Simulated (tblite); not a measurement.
Compound: C4H8OSSi.
Z-matrix (Å and degrees, GFN2-xTB geometry), rows numbered from 1:
```
O 
C   1  1.2003
C   2  1.5154  1  123.05
S   3  1.8103  2  108.37  1   178.79
C   4  1.8386  3   92.20  2   -19.29
Si  5  1.9133  4  108.51  3   -87.91
C   2  1.5096  1  125.60  3  -179.57
H   3  1.0920  2  109.97  1    57.85
H   3  1.0908  2  110.42  1   -61.52
H   5  1.0894  4  105.67  3   152.09
H   6  1.4580  5  107.20  4   -57.65
H   6  1.4626  5  107.85  4    62.24
H   6  1.4630  5  107.28  4  -178.72
H   7  1.0966  2  106.16  1    88.35
H   7  1.0907  2  110.47  1   -28.59
```

Computed values, GFN2-xTB/tblite, gas phase, harmonic and unscaled. The method is semi-empirical: single wavenumbers can be off by several per cent or more. Modes of hydrogen on silicon can be 10 to 20 % off. One conformer, not necessarily the lowest.

Harmonic wavenumbers (cm⁻¹): 59.5, 107.8, 119.0, 165.1, 258.8, 422.2, 440.0, 457.3, 517.2, 529.4, 602.2, 677.2, 723.6, 749.8, 770.6, 778.0, 789.5, 804.1, 841.8, 930.6, 1037.4, 1047.9, 1114.6, 1126.3, 1141.2, 1185.3, 1213.3, 1270.8, 1400.0, 1431.1, 1790.3, 2275.3, 2281.2, 2324.3, 2924.1, 2956.0, 2981.8, 2987.1, 2994.0.

A = 2405, B = 1564, C = 1180 MHz; mass 132.007 u (most abundant isotopes); point group C1, symmetry number 1.

What is the zero-point energy?

½Σν̃ = 23113 cm⁻¹ = 276.49 kJ/mol.

Give the ideal-gas entropy at 200 K and 1 bar in the rigid-rotor, harmonic-oscillator model (classical rotation).

Translation 161.45, rotation 114.98, vibration 56.67: S = 333.1 J/(mol K).

And Cp and H(200 K) − H(0)?

Cp = 100.42 J/(mol K), of which vibrations give 67.16 (their classical limit is 39 R = 324.3); H(200 K) − H(0) = 13.02 kJ/mol without the zero-point energy, 6.37 from vibrations.

How do the functions run with temperature in this model?

```tsv
T (K)	S (J/(mol K))	Cp (J/(mol K))	H − H(0) (kJ/mol)	G − H(0) (kJ/mol)	ln q(vib)
150	307.1	81.4	8.48	-37.59	2.04
250	357.7	120.7	18.54	-70.88	3.96
298.15	380.6	139.7	24.82	-88.65	4.92
400	426.8	175.4	40.93	-129.79	7.01
600	508.2	225.6	81.41	-223.50	11.16
900	609.1	271.1	156.54	-391.65	17.07
```

q(vib) and H(0) count from the zero-point level.

What must be added to the electronic energy to get the Gibbs energy at 200 K and 1 bar?

ZPE + [H(200 K) − H(0)] − T·S = 276.49 + 13.02 − 66.62 = 222.89 kJ/mol.

Hindered rotation and anharmonicity are outside this model. Other conformers, if any are populated, would add a mixing term that is left out. The structure is chiral; the term R ln 2 for an equal mix with its mirror image is left out.

The run took 0.85 s on one thread of an Arm Neoverse N1, shared host with 64 logical CPUs at a one-minute load of 58. This covers the Hessian and the dipole derivatives.
